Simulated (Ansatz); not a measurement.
Reaction (atomization): `[BH2][SnH2][AlH][CH3]` → Al• + B• + C• + 8 H• + Sn•

Gas-phase electronic energies from Ansatz, PBE0-D4/def2-TZVP geometries. CCSD(T)/CBS adds triple-zeta CCSD(T) − MP2 to the extrapolated MP2 energy (def2 sets, frozen cores). This one scheme is used for every species, atoms too. For atomizations the MP2-based limit and the directly extrapolated one differ by several kJ/mol either way, and by 10 to 25 for some Ge, Se and Sn compounds, so smaller differences from it don't rank the levels. DFT in def2-TZVPP. Open shells (•) are unrestricted, without spin–orbit coupling. Spin–orbit coupling would lower the free atoms: a little for Al, B, C; strongly for Sn. Elements past krypton have def2 core potentials. Bonds to Sn are less sure, by a few kJ/mol each and by 10 to 20 or more in all where they break to atoms, as the def2 sets lack core-valence functions. One conformer a species, not always the lowest.

| level | ΔE (kJ/mol) | difference from CCSD(T)/CBS |
| --- | --- | --- |
| revPBE-D4 | 3467.3 | -83.6 |
| B97M-V | 3590.3 | 39.4 |
| r2SCANh-D4 | 3542.9 | -8.0 |
| CAM-B3LYP-D4 | 3552.6 | 1.7 |
| ωB97X-V | 3561.4 | 10.5 |
| ωB97M-V | 3542.3 | -8.6 |
| r2SCAN0 | 3522.7 | -28.2 |
| HF/def2-SVP | 2711.3 | -839.6 |
| CCSD(T)/def2-SVP | 3350.9 | -200.0 |
| HF/def2-TZVPP | 2694.8 | -856.1 |
| MP2/def2-TZVPP | 3447.6 | -103.3 |
| SCS-MP2/def2-TZVPP | 3466.7 | -84.2 |
| CCSD(T)/def2-TZVPP | 3471.8 | -79.1 |
| HF/def2-QZVPP | 2698.6 | -852.3 |
| HF/CBS(def2) | 2699.2 | -851.7 |
| MP2/CBS(def2) | 3526.6 | -24.3 |
| CCSD(T)/CBS | 3550.9 | 0 |

Largest T1 diagnostic among the species: 0.018.

From r2SCAN to r2SCAN0 (25 % exact exchange), in def2-TZVPP and without D4, ΔE moves by −24.9 kJ/mol: exact exchange takes away binding that semilocal exchange gives to molecules. The D4 term adds +35.0 kJ/mol with B3LYP and +18.7 kJ/mol with PBE0; it sums over pairs of atoms, weighted by their polarisabilities, and B3LYP, whose exchange is more repulsive, gets the larger term. In def2-TZVPP, CCSD(T) changes the Hartree–Fock value by +777.1 kJ/mol (the triples alone add +35.6 kJ/mol) and MP2 by +752.8 kJ/mol; breaking electron pairs costs correlation energy, which Hartree–Fock lacks.

B3LYP here is the variant with VWN-RPA as its local correlation; programs differ in this.
